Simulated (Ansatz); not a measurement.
A run for Ansatz (a quantum-chemistry and plane-wave program): R-CCSD(T)/cc-pV(D+d)Z on FH4NSi (SMILES N[SiH2]F), a point of a torsion scan. Files ending in .json are basis or fitting sets from the Basis Set Exchange.

Ansatz 0.2 input:
```yaml
crystal:
  periodic: [false, false, false]
  atoms:
    - {symbol: N, position_ang: [1.02127902, -0.14043474, -0.18670335]}
    - {symbol: Si, position_ang: [-0.65302544, 0.09696616, 0.05838815]}
    - {symbol: F, position_ang: [-0.97188086, 0.95610973, 1.39266601]}
    - {symbol: H, position_ang: [1.50347719, -0.93543354, 0.19450567]}
    - {symbol: H, position_ang: [1.64644243, 0.63915062, -0.29981686]}
    - {symbol: H, position_ang: [-1.26293638, -1.19840364, 0.28634503]}
    - {symbol: H, position_ang: [-1.16656603, 0.93237278, -1.01188935]}
basis:
  gaussian:
    orbitals: cc-pV_D+d_Z.json
magnetization: {spin_polarized: false}
correlation: {method: ccsd_t, electrons: outside_noble_gas}
scf: {lower_state_search: off}
```

Output:

```
WARN ansatz: RAYON_NUM_THREADS=1 ignored (pool sized by the plan → 1); use --threads N
Functional definition: HF
these checks for a lower state are left out or cut short: stability, starts, cluster_reference, orbital_swaps, neighbouring_geometries, increment
integrals: 0.05 GiB planned
692 factors; integrals over basis functions are off by at most 1.3e-3 eV
mean field: 0.14 GiB planned
mean field evaluation 1: about -12113.3006 eV, gradient 3.5e1 eV
mean field evaluation 2: about -12113.3404 eV, gradient 3.5e1 eV
mean field evaluation 4: about -12115.8466 eV, gradient 2.2e0 eV
mean field evaluation 8: about -12115.8683 eV, gradient 1.6e-1 eV
mean field -12115.86839236 eV, -445.2499509886 hartree, gradient 7.6e-6 eV, S^2 0.000000; 0 other end points of the search recorded, 0 dependent functions left out
7 core orbitals not correlated
reference -12115.86839236 eV, -445.2499509886 hartree; 10, 10 occupied and 54, 54 virtual orbitals, 692 factors
second order -12.53484010 eV of doubles, -0.00000000 eV of singles
coupled cluster: 0.15 GiB planned
cycle   1  -12.93676805 eV  change   -4.0e-1 eV  update   7.7e-2
cycle   2  -13.23825467 eV  change   -3.0e-1 eV  update   2.2e-2
cycle   3  -13.31536711 eV  change   -7.7e-2 eV  update   1.2e-2
cycle   4  -13.31191075 eV  change    3.5e-3 eV  update   2.6e-3
cycle   5  -13.31081275 eV  change    1.1e-3 eV  update   1.0e-3
cycle   6  -13.31106308 eV  change   -2.5e-4 eV  update   3.3e-4
cycle   7  -13.31092080 eV  change    1.4e-4 eV  update   9.9e-5
cycle   8  -13.31088600 eV  change    3.5e-5 eV  update   3.2e-5
cycle   9  -13.31089211 eV  change   -6.1e-6 eV  update   1.2e-5
perturbative correction -0.25374348 eV, -0.0093249009 hartree
Total energy: -12129.43302795 eV, -445.7484421522 hartree
Checks for a lower state left out: stability, starts, cluster_reference, orbital_swaps, neighbouring_geometries, increment
```

The run converged.

Cost: roughly 2.0 core-seconds.
